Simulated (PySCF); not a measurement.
C₂H₆Se, charge +1, doublet, at a GFN2-xTB geometry (a state made from the parent by changing its charge; the spin is typed, not shown lowest); M062X/def2-SV(P) (PySCF).

The PySCF input:
```python
from pyscf import gto, scf, dft

mol = gto.Mole()
mol.atom = '''
    C     1.43646973   -0.33192309    0.77233591
    Se    0.01776368    0.16430934   -0.42584659
    C    -1.49741081   -0.23176581    0.68859745
    H     1.39335021   -1.40350688    0.97191605
    H     2.39274490   -0.08971693    0.31358720
    H     1.33371012    0.20249750    1.71688143
    H    -1.44849712   -1.26424698    1.03489391
    H    -2.41075515   -0.07687321    0.11817061
    H    -1.49887155    0.42746234    1.55773464
'''
mol.basis = 'def2-sv(p)'
mol.charge = 1
mol.spin = 1
mol.verbose = 4
mol.build()

mf = dft.UKS(mol)
mf.xc = 'm062x'
mf.kernel()
```

It wrote (shortened):

```
PySCF version 2.14.0

[INPUT] verbose = 4
[INPUT] num. atoms = 9
[INPUT] num. electrons = 51
[INPUT] charge = 1
[INPUT] spin (= nelec alpha-beta = 2S) = 1
[INPUT] symmetry False subgroup None
[INPUT] Mole.unit = angstrom
[INPUT] Symbol           X                Y                Z      unit          X                Y                Z       unit  Magmom
[INPUT]  1 C      1.436469730000  -0.331923090000   0.772335910000 AA    2.714534375928  -0.627243734519   1.459503346067 Bohr   0.0
[INPUT]  2 Se     0.017763680000   0.164309340000  -0.425846590000 AA    0.033568490164   0.310499652308  -0.804733426180 Bohr   0.0
[INPUT]  3 C     -1.497410810000  -0.231765810000   0.688597450000 AA   -2.829696326863  -0.437973905938   1.301260590574 Bohr   0.0
[INPUT]  4 H      1.393350210000  -1.403506880000   0.971916050000 AA    2.633050292505  -2.652243617143   1.836655150569 Bohr   0.0
[INPUT]  5 H      2.392744900000  -0.089716930000   0.313587200000 AA    4.521632546950  -0.169540426437   0.592593924169 Bohr   0.0
[INPUT]  6 H      1.333710120000   0.202497500000   1.716881430000 AA    2.520346856361   0.382664815909   3.244435691052 Bohr   0.0
[INPUT]  7 H     -1.448497120000  -1.264246980000   1.034893910000 AA   -2.737262849021  -2.389080546008   1.955666057880 Bohr   0.0
[INPUT]  8 H     -2.410755150000  -0.076873210000   0.118170610000 AA   -4.555666986885  -0.145269313216   0.223310088873 Bohr   0.0
[INPUT]  9 H     -1.498871550000   0.427462340000   1.557734640000 AA   -2.832456725402   0.807786751166   2.943691844348 Bohr   0.0

nuclear repulsion = 188.167032016226
number of shells = 36
number of NR pGTOs = 146
number of NR cGTOs = 72
basis = def2-sv(p)
ecp = {}

******** <class 'pyscf.dft.uks.UKS'> ********
method = UKS
initial guess = minao
damping factor = 0
level_shift factor = 0
DIIS = <class 'pyscf.scf.diis.CDIIS'>
diis_start_cycle = 1
diis_space = 8
diis_damp = 0
SCF conv_tol = 1e-09
SCF conv_tol_grad = None
SCF max_cycles = 50
direct_scf = True
direct_scf_tol = 1e-13
number electrons alpha = 26  beta = 25
XC library pyscf.dft.libxc version 7.1.2
    S. Lehtola, C. Steigemann, M. J. T. Oliveira, and M. A. L. Marques,  SoftwareX 7, 1–5 (2018)
XC functionals = m062x
    Y. Zhao and D. G. Truhlar,  Theor. Chem. Acc. 120, 215 (2008)
    Y. Zhao and D. G. Truhlar,  Theor. Chem. Acc. 120, 215 (2008)
radial grids:
    Treutler-Ahlrichs [JCP 102, 346 (1995); DOI:10.1063/1.469408] (M4) radial grids

becke partition: Becke, JCP 88, 2547 (1988); DOI:10.1063/1.454033
pruning grids: <function nwchem_prune>
grids dens level: 3
symmetrized grids: False
atomic radii adjust function: <function treutler_atomic_radii_adjust>
small_rho_cutoff = 0
Set gradient conv threshold to 3.16228e-05
tot grids = 107512
init E= -2480.2133035766

cycle= 1 E= -2480.64245258696  delta_E= -0.429  |g|= 0.192  |ddm|=    2
cycle= 2 E= -2480.6661862375  delta_E= -0.0237  |g|= 0.115  |ddm|= 0.468
cycle= 3 E= -2480.67194086954  delta_E= -0.00575  |g|= 0.0277  |ddm|= 0.151
cycle= 4 E= -2480.6723207642  delta_E= -0.00038  |g|= 0.00861  |ddm|= 0.0327
cycle= 5 E= -2480.67238754414  delta_E= -6.68e-05  |g|= 0.00322  |ddm|= 0.0126
cycle= 6 E= -2480.6723995069  delta_E= -1.2e-05  |g|= 0.00145  |ddm|= 0.00672
cycle= 7 E= -2480.67240164525  delta_E= -2.14e-06  |g|= 0.000312  |ddm|= 0.00248
cycle= 8 E= -2480.67240185333  delta_E= -2.08e-07  |g|= 8.99e-05  |ddm|= 0.00109
cycle= 9 E= -2480.67240187285  delta_E= -1.95e-08  |g|= 2.09e-05  |ddm|= 0.000356
cycle= 10 E= -2480.67240187388  delta_E= -1.03e-09  |g|= 4.64e-06  |ddm|= 7.92e-05
cycle= 11 E= -2480.67240187391  delta_E= -3.41e-11  |g|= 1.6e-06  |ddm|= 1.3e-05
Extra cycle  E= -2480.67240187391  delta_E= 9.09e-13  |g|= 1.23e-06  |ddm|= 2.98e-06
converged SCF energy = -2480.67240187391  <S^2> = 0.75516348  2S+1 = 2.0051568
```
